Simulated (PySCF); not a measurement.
Identify the unknown among the candidates.

All candidates are C7H16FNSi.

| technique | computed result |
| --- | --- |
| NMR, other nuclei | isotropic shieldings of nuclei other than C and H, by class: 246 (1 N), 399 (1 F), 355 (1 Si) ppm [GIAO PBE0/pcSseg-1] |
| 1H NMR | chemical shifts (computed TMS as zero) by class: 4.54 (1 H), 4.45 (1 H), 2.60 (3 H), 1.39 (1 H), 1.33 (1 H), 1.06 (3 H), 0.84 (1 H), 0.82 (1 H), 0.75 (1 H), 0.51 (1 H), -0.25 (1 H), -0.32 (1 H) ppm [GIAO PBE0/pcSseg-1] |
| Dipole | 2.05 D [PBE0/pcSseg-1] |
| Rotational structure | rotational constants A, B, C: 0.980, 0.934, 0.516 GHz [PBE0-D3(BJ)/def2-SVP] |
| 13C NMR | chemical shifts (computed TMS as zero) by class: 72.0 (1 C), 30.5 (1 C), 20.6 (1 C), 19.2 (1 C), 17.5 (1 C), 11.5 (1 C), 4.8 (1 C) ppm [GIAO PBE0/pcSseg-1] |

Gas-phase values; electronic properties from PySCF, density fitting. Levels stand in brackets. The structure is a single PBE0-D3(BJ)/def2-SVP conformer in the gas phase; no vibrational or solvent corrections. NMR classes are plain means over equivalent atoms (diastereotopic ones count apart unless rotation or inversion swaps them), as if these changed places fast.

**Question.** Which candidate is it?
A. `CC(C)[Si@@]1(C)NCC[C@H]1F`
B. `CCC[Si@@H](NC)[C@@H]1C[C@@H]1F`
C. `C[C@@H](CF)[C@H]1CCN([SiH3])C1`

**Answer.** B. It is `CCC[Si@@H](NC)[C@@H]1C[C@@H]1F`. Numbering: `[CH3:1][CH2:2][CH2:3][Si@@H:4]([NH:5][CH3:6])[C@@H:7]1[CH2:8][C@@H:9]1[F:10]`. Its formula, C7H16FNSi, gives 1 degree of unsaturation: 1 ring and 0 π bonds in the structure found. 7 carbons fall into 7 classes; from least to most shielded: sp3 C–F carbon [C9] (72.0 ppm), N-methyl carbon [C6] (30.5 ppm), methyl carbon [C1] (20.6 ppm), chain CH2 carbon [C2] (19.2 ppm), chain sp3 carbon bound to silicon [C3] (17.5 ppm), three-membered-ring carbon [C8] (11.5 ppm), ring sp3 carbon bound to silicon [C7] (4.8 ppm). Hydrogen classes from least to most shielded: 1 H on an SiH silicon, Si4 (4.54 ppm), 1 H on an sp3 C–F carbon, C9 (4.45 ppm), 3 H on an N-methyl carbon, C6 (2.60 ppm), 1 H on a chain CH2 carbon, C2 (1.39 ppm), 1 H on a chain CH2 carbon, C2 (1.33 ppm), 3 H on a methyl carbon, C1 (1.06 ppm), 1 H on a three-membered-ring carbon, C8 (0.84 ppm), 1 H on an sp3 carbon bound to silicon, C3 (0.82 ppm), 1 H on a three-membered-ring carbon, C8 (0.75 ppm), 1 H on an sp3 carbon bound to silicon, C3 (0.51 ppm), 1 H on a silicon-bound nitrogen, N5 (-0.25 ppm), 1 H on an sp3 carbon bound to silicon, C7 (-0.32 ppm). The other shieldings belong to: 246 ppm, silicon-bound nitrogen [N5]; 399 ppm, alkyl fluorine [F10]; 355 ppm, SiH silicon [Si4]. The optimised geometry has point group C1 and is an asymmetric top.

The others, at the same levels:
- `C[C@@H](CF)[C@H]1CCN([SiH3])C1` fails: its computed 13C shifts are 90.5 (1 C), 58.4 (1 C), 48.9 (1 C), 48.8 (1 C), 39.6 (1 C), 36.2 (1 C), 15.9 (1 C) ppm, 1H shifts are 4.65 (3 H), 4.33 (1 H), 4.04 (1 H), 3.33 (1 H), 3.00 (1 H), 2.97 (1 H), 2.60 (1 H), 1.93 (1 H), 1.32 (1 H), 1.32 (1 H), 1.27 (1 H), 0.80 (3 H) ppm and rotational constant A is 1.860 GHz (against 0.980 GHz).
- `CC(C)[Si@@]1(C)NCC[C@H]1F` fails: its computed 13C shifts are 88.5 (1 C), 45.8 (1 C), 37.7 (1 C), 18.7 (1 C), 17.9 (1 C), 14.9 (1 C), -6.6 (1 C) ppm, 1H shifts are 4.53 (1 H), 3.33 (1 H), 3.07 (1 H), 2.19 (1 H), 1.57 (1 H), 1.01 (3 H), 1.00 (3 H), 0.88 (1 H), 0.27 (1 H), 0.00 (3 H) ppm and rotational constant A is 1.540 GHz (against 0.980 GHz).

Each candidate is one conformer, not necessarily the lowest. Dipoles, sizes and rotational constants follow the conformer. The torsions of the flexible species, by atom-mapped SMILES:
- `[CH3:1][CH2:2][CH2:3][Si@@H:4]([NH:5][CH3:6])[C@@H:7]1[CH2:8][C@@H:9]1[F:10]`: C1–C2–C3–Si4 -177°, C2–C3–Si4–N5 -166°, C3–Si4–N5–C6 -52°, C3–Si4–C7–C8 149°

The conformers of `C[C@@H](CF)[C@H]1CCN([SiH3])C1` and `CC(C)[Si@@]1(C)NCC[C@H]1F` aren't listed.
